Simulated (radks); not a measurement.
Results of a calculation; reference values are marked as such.
Question: Yb11+, 59 electrons, occupied as [Kr] 4d10 4f11 5s2. Level of theory: Dirac Kohn-Sham, exchange-only PBE, spin-unpolarised, spherical densities, finite nucleus; open shells fill j = l - 1/2 first; Fermi nuclear charge, rms radius 5.3108 fm (a radial shooting solver on a logarithmic mesh with Libxc functionals). Some entries of the table are withheld. Estimate them.

orbital  occ.  eigenvalue (Ry)  <r> (bohr)  <r^2> (bohr^2)
1s1/2       2              (1)     0.01966       0.0005300
2s1/2       2        -776.4049     0.08275        0.008152
2p1/2       2        -741.3886     0.06872        0.005859
2p3/2       4        -664.4153     0.07622        0.007071
3s1/2       2        -186.7722      0.2162         0.05358
3p1/2       2        -171.2931      0.2060         0.04943
3p3/2       4        -154.9520      0.2201         0.05617
3d3/2       4              (2)      0.1934         0.04398
3d5/2       6              (3)      0.1978         0.04585
4s1/2       2        -48.76787         (4)          0.2666
4p1/2       2        -42.48475      0.4929          0.2766
4p3/2       4        -38.73910      0.5241          0.3123
4d3/2       4        -28.36645         (5)          0.3432
4d5/2       6        -27.67311         (6)          0.3563
5s1/2       2        -17.10179       1.065           1.262
4f5/2       6              (7)      0.6265             (8)
4f7/2       5              (9)      0.6328            (10)

Answer: 
(1) 1s1/2 eigenvalue (Ry): -4510.055
(2) 3d3/2 eigenvalue (Ry): -128.5684
(3) 3d5/2 eigenvalue (Ry): -124.9969
(4) 4s1/2 <r> (bohr): 0.4859
(5) 4d3/2 <r> (bohr): 0.5447
(6) 4d5/2 <r> (bohr): 0.5552
(7) 4f5/2 eigenvalue (Ry): -14.82390
(8) 4f5/2 <r^2> (bohr^2): 0.4755
(9) 4f7/2 eigenvalue (Ry): -14.70131
(10) 4f7/2 <r^2> (bohr^2): 0.4848
